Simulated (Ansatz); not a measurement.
C₂H₃ (SMILES [CH]=C), doublet, geometry from GFN2-xTB. Base run: PBE/STO-3G (Ansatz, an electronic-structure program).

Here is a job for Ansatz.
Ansatz 0.2 input:
```yaml
crystal:
  periodic: [false, false, false]
  atoms:
    - {symbol: C, position_ang: [0.66801280, -0.25106413, 0.02041584]}
    - {symbol: C, position_ang: [-0.56330933, 0.12414455, -0.01579794]}
    - {symbol: H, position_ang: [1.64284906, 0.17713737, 0.03734254]}
    - {symbol: H, position_ang: [-0.88995141, 1.16819846, -0.04069879]}
    - {symbol: H, position_ang: [-1.38111845, -0.58381835, -0.02435116]}
basis:
  gaussian:
    orbitals: STO-3G
hamiltonian:
  xc: pbe
magnetization: {spin_polarized: true, initial_magnetization: 1}
```

Variants of this job, named by their change:

```json
[
 {"change": "base", "ΔE vs base (mEh)": "0.000"},
 {"change": "occupation = up:A':7 A'':1 down:A':6 A'':1", "ΔE vs base (mEh)": "0.000"},
 {"change": "occupation = up:A':6 A'':2 down:A':6 A'':1", "ΔE vs base (mEh)": "212.4"},
 {"change": "occupation = up:A':8 down:A':6 A'':1", "ΔE vs base (mEh)": "540.9"},
 {"change": "symmetry_tolerance_ang = 0.01", "ΔE vs base (mEh)": "0.000"}
]
```
